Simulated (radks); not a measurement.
All-electron atom: Cr7+ in [Ne] 3s1 3p6 (not the ground configuration). All-electron calculation, non-relativistic Kohn-Sham, PBE, spin-polarised, spherical densities, point nucleus; open shells are filled with parallel spins first. Program: a radial shooting solver on a logarithmic mesh with Libxc functionals.

Unscreened Slater integrals over Kohn-Sham orbitals (cm^-1). They are taken over the spin-up orbitals.

F0(3p,3p): 232200
F2(3p,3p): 118160
F0(3p,3s): 234000
G1(3p,3s): 156030
F0(3p,2p): 311510
F2(3p,2p): 66812
G0(3p,2p): 26676
G2(3p,2p): 28075
F0(3p,2s): 304730
G1(3p,2s): 20628
F0(3s,3s): 236090
F0(3s,2p): 311590
G1(3s,2p): 27661
F0(3s,2s): 306530
G0(3s,2s): 22063
F0(2p,2p): 769880
F2(2p,2p): 362560
F0(2p,2s): 710560
G1(2p,2s): 411340
F0(2s,2s): 672080
